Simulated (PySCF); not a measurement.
# Correlation energy of In⁺ (indium, charge +1)

[Kr] 4d10 5s1 6s1, high-spin 3S determinant (an excited configuration). All numbers are calculated (PySCF 2.14, scalar relativity by spin-free X2C-1e, in aug-cc-pVTZ-DK3). Frozen: [Kr] 4d10; 2 electrons correlated.

With two correlated electrons CCSD is exact within the correlated space (frozen core and kept virtual orbitals).

```
level  correlation energy (mhartree)
 CCSD                          -5.66
```

Diagnostics: T1 = 0.010, D1 = 0.0203, largest double amplitude 0.051.

Problem. Is a single reference adequate?

Solution. Yes, within this model without spin-orbit coupling: T1 lies below 0.03 and no double amplitude reaches 0.07.
